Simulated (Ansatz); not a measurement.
Geometry optimisation, DFT PBE, scalar-relativistic, plane waves, PAW in Ansatz 0.2.0.

The input (input.yaml):

```yaml
crystal:
  lattice:
    - [0.0, 5.43, 5.43]
    - [5.43, 0.0, 5.43]
    - [5.43, 5.43, 0.0]
  atoms:
    - { symbol: Si, position: [0.0, 0.0, 0.0] }
    - { symbol: Si, position: [0.125, 0.125, 0.125] }
    - { symbol: Si, position: [0.0, 0.0, 0.5] }
    - { symbol: Si, position: [0.125, 0.125, 0.625] }
    - { symbol: Si, position: [0.0, 0.5, 0.0] }
    - { symbol: Si, position: [0.125, 0.625, 0.125] }
    - { symbol: Si, position: [0.0, 0.5, 0.5] }
    - { symbol: Si, position: [0.125, 0.625, 0.625] }
    - { symbol: Si, position: [0.5, 0.0, 0.0] }
    - { symbol: Si, position: [0.625, 0.125, 0.125] }
    - { symbol: Si, position: [0.5, 0.0, 0.5] }
    - { symbol: Si, position: [0.625, 0.125, 0.625] }
    - { symbol: Si, position: [0.5, 0.5, 0.0] }
    - { symbol: Si, position: [0.625, 0.625, 0.125] }
    - { symbol: Si, position: [0.5, 0.5, 0.5] }
    - { symbol: Si, position: [0.625, 0.625, 0.625] }
    - { symbol: Si, position: [0.75214875, 0.74905708, 0.74882117] }
basis:
  ecutwfc: 420.0
kpoints:
  mp_grid: { grid: [2, 2, 2] }
hamiltonian:
  xc: pbe
  pseudopotentials: { kind: paw, azcp: { folder: soft_1 } }
scf:
  occupations: { method: gaussian, width: 0.05 }
  lower_state_search: "off"
relax:
  f_tol: 0.03
  max_steps: 60
  adjacent_minimum: "off"
output:
  write_density: true
  write_potential: true
  elf: true
  volumetric_format: npy
```

Launched with:

```bash
$ ansatz run input.yaml --threads 1 --pin off --max-ram 3072MiB --backend cpu --events-out ev --progress --plain --runs-dir out
```

Problem. Where does it end, and by what steps?

Solution. It converged. The force dipped under the threshold on the way, but the program's further checks kept it going. Limits of this set-up: a small cell, in which the defect meets its images. After 3 steps the energy has fallen by 0.121 eV; Si8 moved furthest, 0.04 Å.

```csv
step,energy less start (eV),largest force component (eV/Å),accepted
0,0.0000,0.554,yes
1,-0.1097,0.183,yes
2,-0.1214,0.016,yes
3,-0.1214,0.016,yes
```

```xyz
17
Lattice="0.0000 5.4300 5.4300 5.4300 0.0000 5.4300 5.4300 5.4300 0.0000" Properties=species:S:1:pos:R:3
Si 0.001 0.000 0.000
Si 1.353 1.353 1.353
Si 2.714 2.716 0.034
Si 4.077 4.077 1.353
Si 2.714 0.034 2.716
Si 4.077 1.353 4.077
Si 5.396 2.715 2.715
Si 6.762 4.098 4.098
Si 0.033 2.715 2.715
Si 1.354 4.076 4.076
Si 2.715 5.397 2.715
Si 4.095 6.765 4.095
Si 2.715 2.714 5.397
Si 4.095 4.094 6.765
Si 5.427 5.432 5.432
Si 6.764 6.764 6.764
Si 8.141 8.147 8.147
```

The run took 21 s on 1 thread of Arm Neoverse V2, on a shared host, peak memory 0.5 GiB.
